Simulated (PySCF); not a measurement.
# Radial density of Tb²⁺ (terbium, charge +2)

revPBE, [Xe] 4f8 6p1, one real determinant (an excited configuration). Computed with PySCF 2.14 in x2c-TZVPPall (11s7p7d4f2g, 113 functions), with the spin-free X2C one-electron Hamiltonian (Gaussian nucleus).

```
r (bohr)  4πr²ρ (e/bohr)  4πr²(ρα − ρβ)
  0.0256           76.74         0.0072
  0.0431           93.07         0.0126
  0.0725           114.1         0.0039
   0.122           86.39         0.1043
   0.205           99.44         1.1353
   0.345           43.94         4.8585
   0.580           48.85         7.5468
   0.976           16.39         4.1302
    1.64           6.591         0.7767
    2.76          0.6981         0.2346
    4.65          0.2559         0.2545
    7.81        0.006422         0.0064
    13.1       1.360e-05         0.0000
```

Densities and radii are taken from the X2C orbitals without a picture-change correction, which distorts them close to the nucleus.

⟨L²⟩ = 14.01 against 20 for a pure G term, so this real determinant mixes terms. Spin-orbit coupling, absent here, splits the open shell strongly.
